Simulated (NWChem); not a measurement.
System: GaH$_{2}$S$_{2}$Cl; SMILES [Cl][Ga]([SH])[SH]

Here is an NWChem input.

```
start job
memory heap 200 mb stack 900 mb global 1100 mb
geometry units angstroms noautoz
  Ga     0.016994    -0.000120    -0.000089
  Cl    -2.123468     0.028292    -0.000020
  S      1.028367     1.946019    -0.020858
  H      2.269619     1.410822    -0.015173
  S      0.976318    -1.972442     0.020571
  H      2.231356    -1.470426     0.014678
end
basis spherical
  * library aug-cc-pvtz
end
dft
  xc xtpss03 ctpss03
  iterations 150
  semidirect filesize 400000000
  mulliken
end
task dft energy
```

Geometry: optimised at PBE0/def2-SVP.

**Question.** Predict the main results of this run. (TPSS/aug-cc-pVTZ.) Quantities: basis functions; energy (Ha); highest occupied level (eV); orbital gap (eV); dipole (D).

**Answer.** 
```
Quantity                        Value
---------------------------  --------
number of basis functions         255
energy (Ha)                  -3182.93
highest occupied level (eV)     -6.87
orbital gap (eV)                 4.68
dipole (D)                       2.43
```
